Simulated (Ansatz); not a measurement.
Cost and result for the atomization energy of H8OSSi3, SMILES `O[SiH2]S[SiH2][SiH3]` (13 atoms, 12 bonds).

Z-matrix (Å, degrees):
```
Si
S 1 2.136
O 1 1.639 2 113.4
H 1 1.487 2 107.5 3 -123.0
H 1 1.477 2 107.4 3 116.4
Si 2 2.146 1 96.9 3 87.9
H 3 0.959 1 118.0 2 -57.6
Si 6 2.338 2 110.8 1 85.0
H 6 1.487 2 106.7 1 -154.2
H 6 1.492 2 109.4 1 -37.7
H 8 1.486 6 109.9 2 -58.4
H 8 1.487 6 108.9 2 61.1
H 8 1.489 6 110.7 2 -179.0
```

The species carries charge 0 and has multiplicity 1. The geometry is a stationary point of PBE0-D4/def2-TZVP. It is one conformer, not always the lowest. Program: Ansatz. All runs use 4 threads of an Arm Neoverse V1 on a shared host. Times are those of one run each, without the atoms' runs, and a repeat can differ threefold. Electronic energies, without spin–orbit coupling; frozen cores. CCSD(T)/CBS adds CCSD(T) − MP2 in def2-TZVPP to the MP2 limit, and its time is that of the two runs behind it. T1 = 0.012. B3LYP takes the VWN-RPA correlation (the form of Gaussian; ORCA's B3LYP/G).

CCSD(T)/CBS is a level of theory with its own doubt, some kJ/mol a heavy atom from the limit and from the frozen cores, so smaller differences don't rank the functionals.

| level | functions | wall time |
| --- | --- | --- |
| PBE-D4/def2-TZVPP (with forces) | 311 | 4.2 s |
| PBE0-D4/def2-TZVPP | 311 | 6.5 s |
| r2SCAN-D4/def2-TZVPP (with forces) | 311 | 8.5 s |
| B2PLYP/def2-TZVPP | 311 | 9.5 s |
| B3LYP-D4/def2-TZVPP (with forces) | 311 | 10 s |
| ωB97X-V/def2-TZVPP | 311 | 15 s |
| ωB97M-V/def2-TZVPP (with forces) | 311 | 22 s |
| MP2/def2-QZVPP | 577 | 38 s |
| CCSD(T)/def2-TZVPP | 311 | 16 min |
| CCSD(T)/CBS(def2) | – | 17 min |

Q: What atomization energy does each give, and how far from CCSD(T)/CBS? (An estimate is asked.)

A: Computed: 
```
                             level  atomization (kJ/mol)  difference from CCSD(T)/CBS  per bond
   PBE-D4/def2-TZVPP (with forces)                4092.3                        -39.5      -3.3
                PBE0-D4/def2-TZVPP                4065.0                        -66.8      -5.6
r2SCAN-D4/def2-TZVPP (with forces)                4120.5                        -11.3      -0.9
                 B2PLYP/def2-TZVPP                4041.9                        -89.9      -7.5
 B3LYP-D4/def2-TZVPP (with forces)                4098.6                        -33.2      -2.8
                ωB97X-V/def2-TZVPP                4153.9                         22.1       1.8
  ωB97M-V/def2-TZVPP (with forces)                4126.5                         -5.3      -0.4
                    MP2/def2-QZVPP                4093.8                        -38.0      -3.2
                CCSD(T)/def2-TZVPP                4006.6                       -125.2     -10.4
                 CCSD(T)/CBS(def2)                4131.8                          0.0       0.0
```

From PBE to PBE0 (25 % exact exchange), in def2-TZVPP and without D4, the atomization energy moves by −22.2 kJ/mol: exact exchange takes away binding that semilocal exchange gives to molecules. The D4 term adds +60.0 kJ/mol with B3LYP and +31.9 kJ/mol with PBE0; it sums over pairs of atoms, weighted by their polarisabilities, and B3LYP, whose exchange is more repulsive, gets the larger term. In def2-TZVPP, CCSD(T) changes the Hartree–Fock value by +953.6 kJ/mol (the triples alone add +49.6 kJ/mol) and MP2 by +966.0 kJ/mol; breaking electron pairs costs correlation energy, which Hartree–Fock lacks.
